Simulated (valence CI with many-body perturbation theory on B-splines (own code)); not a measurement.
**Level structure of Er63+**

Level of theory: valence CI with perturbative core correlation (CI+MBPT): three valence electrons over a frozen Dirac-Fock core [He], radial functions for each j: 11 s, 11 p, 9 d, 7 f, 5 g, 2 h, 1 i, with the one-electron correlation potential Σ1 (screened to all orders), the two-electron term Σ2, the three-electron term Σ3, Breit, model QED; selected single and double excitations, second order for the rest (own B-spline code, finite nucleus).

The last digits are not significant, and no measured levels were compared; by estimate large intervals hold to a few tenths of a per cent, small ones and those within an open d or f shell to about a per cent.

Levels 91 to 101 of 101, with energies above the lowest level, (2s^2 2p1/2) J=1/2. "Leading %" is the weight of the configuration and term that name the level; weights of strongly mixed levels are sums over their largest components and can fall short. In the jj column 3d3/2^4 stands for four electrons in 3d with j = 3/2. Lifetimes count E1, E2, E3, M1 and M2 decay at the calculated energies, and are blank where another channel may lead or the interval is too uncertain; long ones can be off by a factor of two.

| No. | Configuration | Term | J | E (× 10³ cm⁻¹) | Leading % | Second component | Lifetime | Leading jj |
| --- | --- | --- | --- | --- | --- | --- | --- | --- |
| 91 | 2p²3p | ²P° | 1/2 | 85208 | 87 | 8 % 2p²3p ⁴D° | 3.11 fs | 2p1/2 2p3/2 3p3/2 (99 %) |
| 92 | 2p²3d | ²G | 7/2 | 85262 | 54 | 25 % 2p²3d ²F | 39.2 fs | 2p1/2 2p3/2 3d3/2 (98 %) |
| 93 | 2p²3d | ²D | 5/2 | 85386 | 36 | 32 % 2p²3d ²F | 741 as | 2p1/2 2p3/2 3d3/2 (98 %) |
| 94 | 2p²3d | ²D | 3/2 | 85430 | 47 | 16 % 2p²3d ²P | 716 as | 2p1/2 2p3/2 3d3/2 (99 %) |
| 95 | 2p²3d | ²P | 1/2 | 85504 | 38 | 33 % 2p²3d ⁴P | 657 as | 2p1/2 2p3/2 3d3/2 (100 %) |
| 96 | 2p²3d | ⁴D | 7/2 | 85748 | 46 | 39 % 2p²3d ⁴F | 23.9 fs | 2p1/2 2p3/2 3d5/2 (100 %) |
| 97 | 2p²3d | ²G | 9/2 | 85891 | 64 | 36 % 2p²3d ⁴F | 112 fs | 2p1/2 2p3/2 3d5/2 (100 %) |
| 98 | 2p²3d | ²P | 3/2 | 85892 | 39 | 27 % 2p²3d ⁴P | 1.13 fs | 2p1/2 2p3/2 3d5/2 (99 %) |
| 99 | 2p²3d | ²F | 5/2 | 85904 | 43 | 21 % 2p²3d ⁴D | 916 as | 2p1/2 2p3/2 3d5/2 (98 %) |
| 100 | 2p²3d | ²D | 5/2 | 86043 | 59 | 27 % 2p²3d ⁴P | 616 as | 2p1/2 2p3/2 3d5/2 (98 %) |
| 101 | 2p²3d | ²F | 7/2 | 86096 | 70 | 12 % 2p²3d ²G | 571 as | 2p1/2 2p3/2 3d5/2 (98 %) |
